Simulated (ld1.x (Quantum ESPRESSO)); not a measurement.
Values are calculated unless marked as measured or tabulated.
**Potentials for Sb compared**

Generated with ld1.x 7.5 (TM, RRKJ, ultrasoft, PAW), atompaw 4.2 or ONCVPSP 4.0.1. The cutoff is in Ry: for ld1.x and atompaw files where the sum of valence levels is converged to 10 mRy in a Bessel basis, for ONCV files where the hardest occupied wave has 1 mHa per electron of residual kinetic energy. The error is the largest all-electron minus pseudo excitation energy over each file’s own four to seven test configurations (ionisations up to +4, promotions, holes and added fractions of an electron), all of which were solved. The labels leave out finer settings (local radius, basis sizes, second energies), which also bear on the numbers. Spin-polarised tests are not counted. The rows are a selection from randomly drawn settings: files with unsolved tests, undetermined cutoffs or missed reference levels are left out.

A true bound ghost makes a file unfit for plane-wave use even where its test errors are small: the radial tests pick states by their node count and pass the ghost by.

| potential | cutoff (Ry) | largest error (meV) | bound ghosts |
| --- | --- | --- | --- |
| ultrasoft, PBE, scalar-relativistic, rc 2.20/2.80/2.90 (spd), local smoothed, core correction yes, reference 5s2 5p3 | 6 | -617 | none |
| PAW, LDA (PZ), scalar-relativistic, rc 2.20/2.60/1.50 (spd), local smoothed, core correction yes, reference 4d10 5s2 5p3 | 70 | +285 | none |
| RRKJ, PW91, scalar-relativistic, rc 1.35/1.80 (sp), local s, core correction yes, reference 5s1.75 5p3.25 | 110 | -292 | p |

Problem. Fill in the row for Sb: TM, PBE, fully relativistic, rc 1.45/2.25/1.05 (spd), local s, core correction no, reference 4d10 5s2 5p3.

Solution. cutoff 110 Ry, largest error +143 meV, bound ghosts: none.

Problem. Fill in the row for Sb: TM semilocal, PW91, scalar-relativistic, rc 1.45/2.00/2.00 (spd), local s, core correction yes, reference 5s2 5p2.

Solution. cutoff 50 Ry, largest error -357 meV, bound ghosts: none.
